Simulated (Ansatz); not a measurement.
H3NSn (SMILES [NH2][SnH]) moved off its minimum; all values from Ansatz (a program for electronic structure), cores frozen in correlated methods. Elements past Kr take the def2 small-core potentials, without spin–orbit coupling.
(charge 0, multiplicity 1)
```xyz
5

Sn    -0.19076     0.17976     0.22893
H     -0.63297     1.39165    -0.99503
N      0.68289    -0.96261    -1.15002
H      0.70922    -0.84666    -2.25320
H      1.14663    -1.93299    -0.87368
```

### Question
Give the forces (eV/Å), the total energy and the dipole at CCSD(T)/def2-TZVPPD.

### Answer

```
atom      Fx      Fy      Fz
----  ------  ------  ------
Sn1   -0.270   0.408   0.486
H2    -0.076   0.098  -0.058
N3     1.736  -2.997  -2.758
H4    -0.050  -0.322   3.268
H5    -1.341   2.812  -0.939
```
Energy -269.9035 hartree, dipole 0.90 D.
